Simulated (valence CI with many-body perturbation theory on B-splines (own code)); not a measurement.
**Pr⁴⁵⁺: one-electron terms**

Level of theory: valence CI with perturbative core correlation (CI+MBPT): four valence electrons over a frozen Dirac-Fock core [Ne], radial functions for each j: 11 s, 11 p, 9 d, 7 f, 5 g, 2 h, 1 i, with the one-electron correlation potential Σ1 (screened to all orders), the two-electron term Σ2, the three-electron term Σ3, Breit, model QED; selected single and double excitations, second order for the rest (own B-spline code, finite nucleus).

No measured spectrum was set against this ion. As an estimate, large intervals hold to a few tenths of a per cent, small ones and those within an open d or f shell to about a per cent.

These are the spectroscopic orbitals of the CI (the correlating ones are not listed), shaped by the core and the other valence electrons. h is the expectation value of the core's Dirac-Fock operator, without the valence repulsion; Σ1 is computed up to l = 3 at one energy for each symmetry, that of its lowest orbital but kept below the first core excitation, so for empty shells it is not the orbital's own correlation shift; Breit and QED include the response of the core.

| Orbital | h (hartree) | Σ1 (cm⁻¹) | Breit (cm⁻¹) | QED (cm⁻¹) | ⟨r⟩ (bohr) |
| --- | --- | --- | --- | --- | --- |
| 3s1/2 | -151.91 | -6770 | 20710 | 16402 | 0.2460 |
| 4s1/2 | -82.647 | -2263 | 8012 | 6539 | 0.4561 |
| 5s1/2 | -51.847 | -1034 | 3825 | 3188 | 0.7332 |
| 6s1/2 | -35.531 | -564 | 2140 | 1795 | 1.075 |
| 3p1/2 | -147.71 | -8711 | 34596 | 130 | 0.2330 |
| 4p1/2 | -80.893 | -2855 | 13449 | 64.2 | 0.4472 |
| 5p1/2 | -50.966 | -1312 | 6534 | 34.3 | 0.7273 |
| 6p1/2 | -35.028 | -719 | 3678 | 20.2 | 1.072 |
| 3p3/2 | -142.89 | -7845 | 20325 | 1734 | 0.2420 |
| 4p3/2 | -78.927 | -2646 | 7856 | 699 | 0.4592 |
| 5p3/2 | -49.979 | -1231 | 4068 | 348 | 0.7423 |
| 6p3/2 | -34.464 | -678 | 2294 | 198 | 1.090 |
| 3d3/2 | -137.65 | -9608 | 15974 | -543 | 0.2085 |
| 4d3/2 | -76.92 | -2667 | 5720 | -183 | 0.4310 |
| 5d3/2 | -48.994 | -1186 | 2718 | -85.2 | 0.7183 |
| 3d5/2 | -136.53 | -8844 | 7633 | 89.7 | 0.2112 |
| 4d5/2 | -76.439 | -2447 | 2709 | 72.6 | 0.4344 |
| 5d5/2 | -48.746 | -1090 | 1315 | 42.9 | 0.7224 |
| 4f5/2 | -75.353 | -2299 | 549 | -81.5 | 0.3803 |
| 5f5/2 | -48.205 | -1117 | 375 | -43.9 | 0.6713 |
| 4f7/2 | -75.15 | -2217 | 143 | 30.5 | 0.3819 |
| 5f7/2 | -48.1 | -1073 | 97.3 | 13.2 | 0.6732 |
| 5g7/2 | -47.987 |  | 11.9 | -18.3 | 0.5932 |
| 5g9/2 | -47.926 |  | 1.9 | 13.6 | 0.5943 |

Among the shells of the start configuration 3s2 3p2, Σ1 is largest in size for 3p1/2, where it is 0.027 % of h.

Lowest root of each symmetry, sizes in configuration state functions:

```
J  Parity  Roots  Reference  Variational  Second order  Change by selected CI (cm⁻¹)  Change by second order (cm⁻¹)
0    even      7         39        16886         38932                         -9794                             -1
1    even     10         69        40000        125034                         -8530                             -4
2    even     15         97        39986        183963                         -9616                            -27
3    even      9         70        40000        237803                        -10988                            -33
4    even      5         51        39990        193826                        -10591                            -38
5    even      2         19        23382        127985                        -10828                            -19
0     odd      3         28        12207         27318                         -9323                             -3
1     odd      8         72        34754        115858                        -10601                             -4
2     odd      9         83        39999        148805                         -8009                             -9
3     odd      5         67        39997        198998                        -12693                            -15
4     odd      2         41        28966        149054                        -12286                            -13
```
